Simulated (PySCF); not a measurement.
diboron tetrachloride (B2Cl4), singlet, geometry from GFN2-xTB; R2SCAN/STO-3G run with PySCF.

PySCF was given this input:
```python
from pyscf import gto, scf, dft

mol = gto.M(
    atom='''
Cl   -1.72231116   -1.20807352    0.89204460
B    -0.84531679   -0.07852237   -0.06467927
Cl   -1.75980786    0.88461581   -1.15847834
B     0.84531679    0.07852237    0.06467927
Cl    1.91510219   -0.85476349   -0.90736095
Cl    1.56701683    1.17822120    1.17379469
''',
    basis='sto-3g',
    verbose=4,
)

mf = dft.RKS(mol)
mf.xc = 'r2scan'
mf.grids.radi_method = dft.radi.mura_knowles
mf.kernel()
```

Output, abridged:

```
PySCF version 2.14.0

[INPUT] verbose = 4
[INPUT] num. atoms = 6
[INPUT] num. electrons = 78
[INPUT] charge = 0
[INPUT] spin (= nelec alpha-beta = 2S) = 0
[INPUT] symmetry False subgroup None
[INPUT] Mole.unit = angstrom
[INPUT] Symbol           X                Y                Z      unit          X                Y                Z       unit  Magmom
[INPUT]  1 Cl    -1.722311160000  -1.208073520000   0.892044600000 AA   -3.254696393682  -2.282928091139   1.685719984897 Bohr   0.0
[INPUT]  2 B     -0.845316790000  -0.078522370000  -0.064679270000 AA   -1.597417221596  -0.148385773952  -0.122226106237 Bohr   0.0
[INPUT]  3 Cl    -1.759807860000   0.884615810000  -1.158478340000 AA   -3.325554887257   1.671681606360  -2.189206783841 Bohr   0.0
[INPUT]  4 B      0.845316790000   0.078522370000   0.064679270000 AA    1.597417221596   0.148385773952   0.122226106237 Bohr   0.0
[INPUT]  5 Cl     1.915102190000  -0.854763490000  -0.907360950000 AA    3.619018639655  -1.615268897377  -1.714663691625 Bohr   0.0
[INPUT]  6 Cl     1.567016830000   1.178221200000   1.173794690000 AA    2.961232641284   2.226515382156   2.218150490569 Bohr   0.0

nuclear repulsion = 427.099246664361
number of shells = 26
number of NR pGTOs = 138
number of NR cGTOs = 46
basis = sto-3g
ecp = {}

******** <class 'pyscf.dft.rks.RKS'> ********
method = RKS
initial guess = minao
damping factor = 0
level_shift factor = 0
DIIS = <class 'pyscf.scf.diis.CDIIS'>
diis_start_cycle = 1
diis_space = 8
diis_damp = 0
SCF conv_tol = 1e-09
SCF conv_tol_grad = None
SCF max_cycles = 50
direct_scf = True
direct_scf_tol = 1e-13
XC library pyscf.dft.libxc version 7.1.2
    S. Lehtola, C. Steigemann, M. J. T. Oliveira, and M. A. L. Marques,  SoftwareX 7, 1–5 (2018)
XC functionals = r2scan
    J. W. Furness, A. D. Kaplan, J. Ning, J. P. Perdew, and J. Sun,  J. Phys. Chem. Lett. 11, 8208–8215 (2020)
    J. W. Furness, A. D. Kaplan, J. Ning, J. P. Perdew, and J. Sun,  J. Phys. Chem. Lett. 11, 9248–9248 (2020)
    J. W. Furness, A. D. Kaplan, J. Ning, J. P. Perdew, and J. Sun,  J. Phys. Chem. Lett. 11, 8208–8215 (2020)
    J. W. Furness, A. D. Kaplan, J. Ning, J. P. Perdew, and J. Sun,  J. Phys. Chem. Lett. 11, 9248–9248 (2020)
radial grids: Mura-Knowles [JCP 104, 9848 (1996); DOI:10.1063/1.471749] log3 quadrature radial grids
becke partition: Becke, JCP 88, 2547 (1988); DOI:10.1063/1.454033
pruning grids: <function nwchem_prune>
grids dens level: 3
symmetrized grids: False
atomic radii adjust function: <function treutler_atomic_radii_adjust>
small_rho_cutoff = 0
Set gradient conv threshold to 3.16228e-05
Initial guess from minao.
tot grids = 95480
init E= -1869.50163309638
  HOMO = -0.356208707214243  LUMO = -0.117163865724605  gap/eV = 6.50474
cycle= 1 E= -1869.85150725593  delta_E= -0.35  |g|= 0.45  |ddm|= 3.48
  HOMO = -0.243404024250229  LUMO = -0.106680153147484  gap/eV = 3.72045
cycle= 2 E= -1869.65993071427  delta_E= 0.192  |g|= 0.892  |ddm|= 2.08
  HOMO = -0.223269367495603  LUMO = -0.0296872588170468  gap/eV = 5.26764
cycle= 3 E= -1869.93864693023  delta_E= -0.279  |g|= 0.0124  |ddm|= 1.29
  HOMO = -0.223230315858874  LUMO = -0.0291526107214864  gap/eV = 5.28112
cycle= 4 E= -1869.93870500078  delta_E= -5.81e-05  |g|= 0.000838  |ddm|= 0.0217
  HOMO = -0.223253531197653  LUMO = -0.029162112392843  gap/eV = 5.28150
cycle= 5 E= -1869.93870526518  delta_E= -2.64e-07  |g|= 7.75e-05  |ddm|= 0.00126
  HOMO = -0.223249473786058  LUMO = -0.0291551681896213  gap/eV = 5.28158
cycle= 6 E= -1869.93870526755  delta_E= -2.37e-09  |g|= 2.64e-06  |ddm|= 0.000144
  HOMO = -0.223249434069249  LUMO = -0.0291549008920514  gap/eV = 5.28158
cycle= 7 E= -1869.93870526755  delta_E= -2.73e-12  |g|= 1.32e-06  |ddm|= 6.51e-06
  HOMO = -0.223249426316485  LUMO = -0.0291550657473027  gap/eV = 5.28158
Extra cycle  E= -1869.93870526755  delta_E=    0  |g|= 1.56e-06  |ddm|= 5.98e-06
converged SCF energy = -1869.93870526755
```
